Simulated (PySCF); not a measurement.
**Zr (zirconium, neutral) across methods**

[Kr] 4d4, high-spin 5D determinant (an excited configuration). All numbers are calculated (PySCF 2.14, scalar relativity by spin-free X2C-1e, in aug-cc-pVTZ-DK (9s8p6d3f2g, 102 functions)).

```json
{"method": "PBE0", "E (hartree)": "-3597.76", "mean ε 4p α (eV)": "-31.747", "mean ε 4p β (eV)": "-29.475", "mean ε 4d α (eV)": "-2.711", "Σ⟨r²⟩ (bohr²)": "57.67", "⟨S²⟩": "6.002"}
{"method": "r2SCAN", "E (hartree)": "-3598.06", "mean ε 4p α (eV)": "-30.146", "mean ε 4p β (eV)": "-28.081", "mean ε 4d α (eV)": "-1.962", "Σ⟨r²⟩ (bohr²)": "58.09", "⟨S²⟩": "6.003"}
{"method": "LDA", "E (hartree)": "-3593.62", "mean ε 4p α (eV)": "-29.464", "mean ε 4p β (eV)": "-27.930", "mean ε 4d α (eV)": "-2.067", "Σ⟨r²⟩ (bohr²)": "59.09", "⟨S²⟩": "6.001"}
{"method": "B3LYP", "E (hartree)": "-3598.12", "mean ε 4p α (eV)": "-31.286", "mean ε 4p β (eV)": "-29.307", "mean ε 4d α (eV)": "-2.508", "Σ⟨r²⟩ (bohr²)": "58.58", "⟨S²⟩": "6.001"}
{"method": "HSE06", "E (hartree)": "-3597.74", "mean ε 4p α (eV)": "-31.365", "mean ε 4p β (eV)": "-29.089", "mean ε 4d α (eV)": "-2.345", "Σ⟨r²⟩ (bohr²)": "57.91", "⟨S²⟩": "6.001"}
{"method": "UHF", "E (hartree)": "-3595.99957", "mean ε 4p α (eV)": "-38.587", "mean ε 4p β (eV)": "-34.410", "mean ε 4d α (eV)": "-4.769", "Σ⟨r²⟩ (bohr²)": "56.45", "⟨S²⟩": "6.006"}
{"method": "PBEsol", "E (hartree)": "-3595.59", "mean ε 4p α (eV)": "-29.274", "mean ε 4p β (eV)": "-27.638", "mean ε 4d α (eV)": "-1.956", "Σ⟨r²⟩ (bohr²)": "58.96", "⟨S²⟩": "6.001"}
{"method": "PBE", "E (hartree)": "-3597.70", "mean ε 4p α (eV)": "-29.308", "mean ε 4p β (eV)": "-27.623", "mean ε 4d α (eV)": "-1.968", "Σ⟨r²⟩ (bohr²)": "59.37", "⟨S²⟩": "6.001"}
```
